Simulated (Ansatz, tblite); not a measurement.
Cost and result up the ladder for B₃NH₁₀ (relaxed from a model of B3H7(NH3), whose bonding it doesn't keep) (14 atoms). Charge 0, multiplicity 1. Geometry: PBE0-D4/def2-SVP.

```xyz
14

B    -0.9603   -0.5236   -0.8034
B    -0.9426    0.9742    0.0639
H    -1.9366    0.1042   -0.1384
B     0.6568    0.2150   -0.3851
N     1.2484   -0.5398    0.9102
H     1.0702   -0.3593   -1.3750
H    -1.2774   -0.5008   -1.9688
H    -0.9165   -1.6189   -0.2669
H    -1.2469    1.9791   -0.5332
H    -0.8843    1.0537    1.2803
H     1.0983    1.3485   -0.3943
H     0.9313   -0.0656    1.7581
H     0.8911   -1.4969    0.9403
H     2.2683   -0.5697    0.9123
```

Ansatz on 4 threads of Arm Neoverse V1 on a shared host; xTB runs through tblite on one thread. Times are rough, summed over both states, and most runs start from the orbitals of an earlier one. PBE0-D4/def2-TZVP serves as the yardstick here, not as an exact answer. The other state is a doublet.

The xTB rows come from tblite. HOMO above LUMO, or a gap near zero within one spin, warns that the state may not be the lowest or that an electron is smeared out.

Raw xTB energies of ions are shifted by several eV.

```tsv
level	functions	vertical IE (eV)	difference from PBE0-D4/def2-TZVP (eV)	remarks
PBE-D4/def2-TZVP	184	9.82	-0.38	gap within one spin near zero (+1 doublet)
GFN1-xTB	36	14.15	3.95	–
GFN2-xTB	26	12.35	2.16	–
PBE0-D4/def2-TZVP (with forces)	184	10.20	0.00	–
r2SCAN-D4/def2-TZVP	184	9.96	-0.24	–
```

**Question.** Estimate how long each takes.

**Answer.** GFN2-xTB 0.007 s; GFN1-xTB 0.012 s; PBE-D4/def2-TZVP 4.5 s; PBE0-D4/def2-TZVP (with forces) 7.2 s; r2SCAN-D4/def2-TZVP 8.6 s. On shared hardware such times vary by a factor of up to 3.
